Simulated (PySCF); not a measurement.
PySCF 2.14 output of an unrestricted PBE calculation on a single atom or ion in aug-cc-pVDZ-DK (6s5p3d, 36 functions), with scalar relativity by spin-free X2C-1e:

```
SCF conv_tol = 1e-09
number electrons alpha = 19  beta = 15
    J. P. Perdew, K. Burke, and M. Ernzerhof.,  Phys. Rev. Lett. 77, 3865 (1996)
    J. P. Perdew, K. Burke, and M. Ernzerhof.,  Phys. Rev. Lett. 78, 1396 (1997)
    J. P. Perdew, K. Burke, and M. Ernzerhof.,  Phys. Rev. Lett. 77, 3865 (1996)
    J. P. Perdew, K. Burke, and M. Ernzerhof.,  Phys. Rev. Lett. 78, 1396 (1997)
cycle= 1 E= -2429.15514450407  delta_E= -0.00714  |g|= 0.0529  |ddm|= 0.653
cycle= 2 E= -2429.15561548792  delta_E= -0.000471  |g|= 0.0224  |ddm|= 0.0767
cycle= 3 E= -2429.15573867317  delta_E= -0.000123  |g|= 0.00183  |ddm|= 0.0618
cycle= 4 E= -2429.155740796  delta_E= -2.12e-06  |g|= 7.64e-06  |ddm|= 0.0143
cycle= 5 E= -2429.15574079608  delta_E= -7.46e-11  |g|= 1.16e-07  |ddm|= 0.000153
converged SCF energy = -2429.15574079608  <S^2> = 6.0002789  2S+1 = 5.0001115
```

The run itself started from symmetry-adapted Hartree-Fock orbitals and held the occupation by maximum overlap, on a logarithmic radial grid, so the iterations belong to that start.

Problem. Which element, charge and spin multiplicity is this?

Solution. Se (selenium, neutral), multiplicity 5; the state was [Ar] 3d10 4s2 4p3 5s1, high-spin 5S determinant (an excited configuration).

The outer electron is Rydberg-like, and this basis confines it to a smaller radius and binds it less than a complete one would.
